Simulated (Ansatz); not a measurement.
Reaction (formal exchange of groups at a C–C bond): `C[CH2][Zn][NH2]` + `C=O` → `[NH2][Zn][CH2]C=O` + CH₄

Program: Ansatz. Geometries: PBE0-D4/def2-TZVP. ΔE: electronic, gas phase. CCSD(T)/CBS is the MP2 limit (def2-TZVPP, def2-QZVPP) plus CCSD(T) − MP2 in def2-TZVPP, frozen cores. This one scheme is used for every species. DFT in def2-TZVPP. For Zn outer-core shells are correlated without core-valence functions, which leaves a few kJ/mol of doubt a bond. Scalar relativity is left out up to krypton. One conformer a species, not always the lowest.

`C[CH2][Zn][NH2]`:

```xyz
11

C     0.740   -0.909   -1.396
C    -0.510   -0.794   -0.524
Zn   -0.443    0.566    0.858
N    -0.492    1.810    2.189
H     1.628   -1.150   -0.806
H     0.635   -1.693   -2.153
H     0.955    0.022   -1.927
H    -0.718   -1.752   -0.036
H    -1.387   -0.588   -1.148
H    -0.517    2.790    1.949
H     0.107    1.697    2.994
```

`C=O`:

Z-matrix (Å, degrees):
```
C
O 1 1.195
H 1 1.109 2 122.0
H 1 1.109 2 122.0 3 -180.0
```

`[NH2][Zn][CH2]C=O`:

Cartesian coordinates in Å:
```
N 2.292 -0.449 1.229
Zn 0.807 0.091 0.336
C -0.687 0.786 -0.713
C -1.756 -0.226 -0.733
O -1.882 -1.096 -1.560
H 2.368 -0.249 2.215
H 2.642 -1.381 1.062
H -1.014 1.713 -0.237
H -0.299 0.975 -1.717
H -2.473 -0.164 0.117
```

CH₄:

Z-matrix (Å, degrees):
```
C
H 1 1.090
H 1 1.090 2 109.5
H 1 1.090 2 109.5 3 -120.0
H 1 1.090 2 109.5 3 120.0
```

```
             level  ΔE (kJ/mol)
           PBE0-D4        -83.0
           ωB97X-V        -78.3
            B2PLYP        -79.9
     HF/def2-TZVPP        -80.0
    MP2/def2-TZVPP        -78.4
   CCSD/def2-TZVPP        -74.2
CCSD(T)/def2-TZVPP        -75.5
SCS-MP2/def2-QZVPP        -74.1
```

Q: What does CCSD(T)/CBS give? (Estimate.)

A: The calculation gave: -75.6 kJ/mol. The listed levels differ from it by -7.4, -2.7, -4.3, -4.4, -2.8, 1.4, 0.1, 1.5 kJ/mol.

Largest T1 diagnostic among the species: 0.016.
